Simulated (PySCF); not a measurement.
A calculated (PBE, PySCF 2.14, x2c-TZVPPall, the spin-free X2C one-electron Hamiltonian (Gaussian nucleus)) atom or ion has these occupied shells.

```csv
shell,electrons,orbital energy (eV),"rms radius, mean of both spins (bohr)"
1s α,1,-51751.6,0.0245
1s β,1,-51751.6,0.0245
2s α,1,-8606.3,0.0990
2s β,1,-8606.3,0.0990
2p α,3,-7666.4,0.0890
2p β,3,-7666.3,0.0890
3s α,1,-1935.9,0.256
3s β,1,-1933.5,0.256
3p α,3,-1644.7,0.256
3p β,3,-1642.4,0.256
3d α,5,-1257.7,0.235
3d β,5,-1255.9,0.235
4s α,1,-411.35,0.575
4s β,1,-405.89,0.575
4p α,3,-315.00,0.611
4p β,3,-309.60,0.611
4d α,5,-180.93,0.670
4d β,5,-175.60,0.670
5s α,1,-77.422,1.38
5s β,1,-74.745,1.38
5p α,3,-53.576,1.60
5p β,3,-51.605,1.60
4f α,7,-36.082,0.932
4f β,1,-31.297,0.932
```

Problem. Name the element and its charge.

Solution. Tb³⁺ (terbium, charge +3), in [Xe] 4f8, high-spin 7F determinant.
